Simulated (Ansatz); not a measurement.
Consider the formal hydrolysis of the Si–Al bond: `C[SiH]([AlH2])Cl` + H₂O → `C[SiH](O)Cl` + `[AlH3]`.

Gas-phase electronic energies from Ansatz, PBE0-D4/def2-TZVP geometries. CBS: MP2 limit from def2 TZ/QZ plus the TZ coupled-cluster correction, frozen cores. This one scheme is used for every species. Functionals use def2-TZVPP. B3LYP here is the variant with VWN-RPA as its local correlation; programs differ in this. HSE06 is defined as in plane-wave codes. One conformer a species, not always the lowest.

```json
{"level": "LDA (SPW92)", "ΔE (kJ/mol)": "-98.8", "difference from CCSD(T)/CBS": "8.2"}
{"level": "PBE-D4", "ΔE (kJ/mol)": "-88.9", "difference from CCSD(T)/CBS": "18.1"}
{"level": "revPBE-D4", "ΔE (kJ/mol)": "-90.2", "difference from CCSD(T)/CBS": "16.8"}
{"level": "BLYP-D4", "ΔE (kJ/mol)": "-106.9", "difference from CCSD(T)/CBS": "0.1"}
{"level": "r2SCAN-D4", "ΔE (kJ/mol)": "-110.1", "difference from CCSD(T)/CBS": "-3.1"}
{"level": "B97M-V", "ΔE (kJ/mol)": "-124.8", "difference from CCSD(T)/CBS": "-17.8"}
{"level": "PBE0-D4", "ΔE (kJ/mol)": "-94.8", "difference from CCSD(T)/CBS": "12.2"}
{"level": "B3LYP-D4", "ΔE (kJ/mol)": "-110.6", "difference from CCSD(T)/CBS": "-3.6"}
{"level": "r2SCAN0-D4", "ΔE (kJ/mol)": "-111.0", "difference from CCSD(T)/CBS": "-4.0"}
{"level": "HSE06-D4", "ΔE (kJ/mol)": "-94.4", "difference from CCSD(T)/CBS": "12.6"}
{"level": "BHLYP-D4", "ΔE (kJ/mol)": "-117.9", "difference from CCSD(T)/CBS": "-10.9"}
{"level": "CAM-B3LYP-D4", "ΔE (kJ/mol)": "-119.9", "difference from CCSD(T)/CBS": "-12.9"}
{"level": "ωB97X-V", "ΔE (kJ/mol)": "-112.0", "difference from CCSD(T)/CBS": "-5.0"}
{"level": "ωB97M-V", "ΔE (kJ/mol)": "-118.2", "difference from CCSD(T)/CBS": "-11.2"}
{"level": "B2PLYP", "ΔE (kJ/mol)": "-116.5", "difference from CCSD(T)/CBS": "-9.5"}
{"level": "PBE-QIDH", "ΔE (kJ/mol)": "-107.4", "difference from CCSD(T)/CBS": "-0.4"}
{"level": "PBE", "ΔE (kJ/mol)": "-90.5", "difference from CCSD(T)/CBS": "16.5"}
{"level": "BLYP", "ΔE (kJ/mol)": "-108.7", "difference from CCSD(T)/CBS": "-1.7"}
{"level": "r2SCAN", "ΔE (kJ/mol)": "-110.6", "difference from CCSD(T)/CBS": "-3.6"}
{"level": "PBE0", "ΔE (kJ/mol)": "-96.5", "difference from CCSD(T)/CBS": "10.5"}
{"level": "B3LYP", "ΔE (kJ/mol)": "-113.1", "difference from CCSD(T)/CBS": "-6.1"}
{"level": "r2SCANh", "ΔE (kJ/mol)": "-111.0", "difference from CCSD(T)/CBS": "-4.0"}
{"level": "r2SCAN0", "ΔE (kJ/mol)": "-111.7", "difference from CCSD(T)/CBS": "-4.7"}
{"level": "HSE06", "ΔE (kJ/mol)": "-96.2", "difference from CCSD(T)/CBS": "10.8"}
{"level": "BHLYP", "ΔE (kJ/mol)": "-122.5", "difference from CCSD(T)/CBS": "-15.5"}
{"level": "CAM-B3LYP", "ΔE (kJ/mol)": "-122.0", "difference from CCSD(T)/CBS": "-15.0"}
{"level": "RPA@PBE/def2-TZVPP", "ΔE (kJ/mol)": "-108.7", "difference from CCSD(T)/CBS": "-1.7"}
{"level": "HF/def2-SVP", "ΔE (kJ/mol)": "-121.9", "difference from CCSD(T)/CBS": "-14.9"}
{"level": "MP2/def2-SVP", "ΔE (kJ/mol)": "-116.6", "difference from CCSD(T)/CBS": "-9.6"}
{"level": "CCSD/def2-SVP", "ΔE (kJ/mol)": "-108.9", "difference from CCSD(T)/CBS": "-1.9"}
{"level": "CCSD(T)/def2-SVP", "ΔE (kJ/mol)": "-107.5", "difference from CCSD(T)/CBS": "-0.5"}
{"level": "HF/def2-TZVPP", "ΔE (kJ/mol)": "-131.9", "difference from CCSD(T)/CBS": "-24.9"}
{"level": "SCS-MP2/def2-TZVPP", "ΔE (kJ/mol)": "-119.5", "difference from CCSD(T)/CBS": "-12.5"}
{"level": "CCSD/def2-TZVPP", "ΔE (kJ/mol)": "-112.2", "difference from CCSD(T)/CBS": "-5.2"}
{"level": "CCSD(T)/def2-TZVPP", "ΔE (kJ/mol)": "-109.7", "difference from CCSD(T)/CBS": "-2.7"}
{"level": "HF/def2-QZVPP", "ΔE (kJ/mol)": "-132.9", "difference from CCSD(T)/CBS": "-25.9"}
{"level": "SCS-MP2/def2-QZVPP", "ΔE (kJ/mol)": "-118.4", "difference from CCSD(T)/CBS": "-11.4"}
{"level": "HF/CBS(def2)", "ΔE (kJ/mol)": "-133.0", "difference from CCSD(T)/CBS": "-26.0"}
{"level": "MP2/CBS(def2)", "ΔE (kJ/mol)": "-114.4", "difference from CCSD(T)/CBS": "-7.4"}
{"level": "CCSD/CBS(def2)", "ΔE (kJ/mol)": "-109.6", "difference from CCSD(T)/CBS": "-2.6"}
{"level": "CCSD(T)/CBS", "ΔE (kJ/mol)": "-107.0", "difference from CCSD(T)/CBS": "0"}
```

Largest T1 diagnostic among the species: 0.010.

Leaving LDA and LC-ωPBE aside and taking each functional with its dispersion term where it has one, the values spread over 35.8 kJ/mol, from B97M-V to PBE-D4. LDA lies −8.3 kJ/mol from PBE without D4. From PBE to PBE0 (25 % exact exchange), in def2-TZVPP and without D4, ΔE moves by −6.0 kJ/mol.
